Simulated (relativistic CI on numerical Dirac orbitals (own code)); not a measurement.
## Rh19+: sensitivity of the levels to the model

Base calculation: Dirac-Coulomb-Breit CI, KLI orbitals optimised for each configuration, model QED (radiative potential, 1s self-energy scaled to tabulated hydrogen-like ionisation energies), unscaled Slater integrals.

Configurations in the expansion (outside the closed core [Ne]): 3s2.3p6.3d8, 3s2.3p5.3d9, 3s2.3p4.3d10, 3s.3p6.3d9, 3p6.3d10, 3s2.3p6.3d7.4s, 3s.3p5.3d10, 3s2.3p6.3d7.4p, 3s2.3p6.3d7.4d, 3s2.3p6.3d7.4f, 3s2.3p6.3d6.4s2, 3s2.3p5.3d8.4s, 3s2.3p4.3d9.4s, 3s2.3p6.3d6.4s.4p, 3s2.3p4.3d9.4p, 3s2.3p5.3d8.4p. Levels of other configurations are missing.

Variants: (1) QED terms removed; (2) only the first 3 configurations. Shifts of the energy above 3s2.3p6.3d8 3F_4, in cm⁻¹, for the lowest level and the first level of each name with at least 55 % of one term (blank where a level changes its place among those of its configuration and J or its character, or is not in the variant):

```
              Level     Base   Δ(1)    Δ(2)
   3s2.3p6.3d8 3F_4        0      0       0
   3s2.3p6.3d8 3F_3    36299   -117      +8
   3s2.3p6.3d8 3P_0    84402    -55    +579
   3s2.3p6.3d8 3P_1    90772   -117    +460
   3s2.3p6.3d8 1G_4   104950   -106    -191
   3s2.3p6.3d8 1S_0   212936   -174   +1378
  3s2.3p5.3d9 3F°_4  1438048   +340   +2640
  3s2.3p5.3d9 1D°_2  1466574   +312   +5355
  3s2.3p5.3d9 3F°_3  1505772   +246   +4660
  3s2.3p5.3d9 3P°_1  1555465   +263   +9218
  3s2.3p5.3d9 3P°_0  1563574   +217   +8632
  3s2.3p5.3d9 3D°_1  1601497   +278  +13651
  3s2.3p5.3d9 3F°_2  1700336   -184   +4434
  3s2.3p5.3d9 1F°_3  1809175    +10   +8174
  3s2.3p5.3d9 1P°_1  1837136   -140  +18440
    3s.3p6.3d9 3D_3  2560349  +4618        
    3s.3p6.3d9 3D_2  2577278  +4546        
    3s.3p6.3d9 3D_1  2602137  +4490        
    3s.3p6.3d9 1D_2  2630926  +4228        
3s2.3p6.3d7.4s 5F_5  2693777  -1561        
3s2.3p6.3d7.4s 5F_3  2732739  -1669        
3s2.3p6.3d7.4s 5F_2  2740537  -1656
```

At this charge energies of transitions that change n are usually good to better than 1 %, and those within a shell (Δn = 0) to a few per cent. Terms inside the open d or f shell come out 10 to 20 % too wide with unscaled integrals.

Ionisation energy from the two ground configurations alone: base 856.64 eV. The NIST ASD value (theoretical) is 857 eV.

LS names give the leading component of a level, which can be under half, so a name can repeat, a term be missing and a line seem to break the LS rules.
